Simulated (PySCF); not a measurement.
**Computed beside measured shifts: C11H14O2**

System: C11H14O2 (measured compound), SMILES CC(C)(C)OC(=O)c1ccccc1.

Atom-mapped SMILES (hydrogens are numbered by the atom that bears them): [CH3:1][C:2]([CH3:3])([CH3:4])[O:5][C:6](=[O:7])[c:8]1[cH:9][cH:10][cH:11][cH:12][cH:13]1

Computed with GIAO PBE0/pcSseg-1, IEF-PCM chloroform, PySCF SCF with an in-house response code, fitting set def2-universal-JFIT up to Ne and JKFIT beyond, grid level 2, non-relativistic, on the PBE0-D3(BJ)/def2-SVP geometry.

One optimised conformer. Values are averaged over the atoms that symmetry or fast rotation interchanges, on this one geometry and without vibrational averaging. Shifts are the reference shielding less the shielding here, at the same level (13C, 1H against isolated TMS; 17O against isolated H2O); nuclei without a reference have shieldings only.

What shifts does this level give for C2, C1/3/4, H on 1/3/4, and how do they compare with measurement?


```json
{"atom": "C2", "nucleus": "13C", "computed / ppm": "80.4", "measured / ppm": "80.7", "computed less measured": "-0.3", "measured against": "TMS", "medium of the measurement": "not stated per compound (mostly CDCl3 or CCl4)"}
{"atom": "C1/3/4", "nucleus": "13C", "computed / ppm": "28.8", "measured / ppm": "28.2", "computed less measured": "0.6", "measured against": "TMS", "medium of the measurement": "not stated per compound (mostly CDCl3 or CCl4)"}
{"atom": "H on 1/3/4", "nucleus": "1H", "computed / ppm": "1.66", "measured / ppm": "1.58", "computed less measured": "0.08", "measured against": "TMS", "medium of the measurement": "not stated per compound (mostly CDCl3 or CCl4)"}
```

Measured values: Pretsch, Buehlmann, Badertscher, Structure Determination of Organic Compounds, 4th ed..
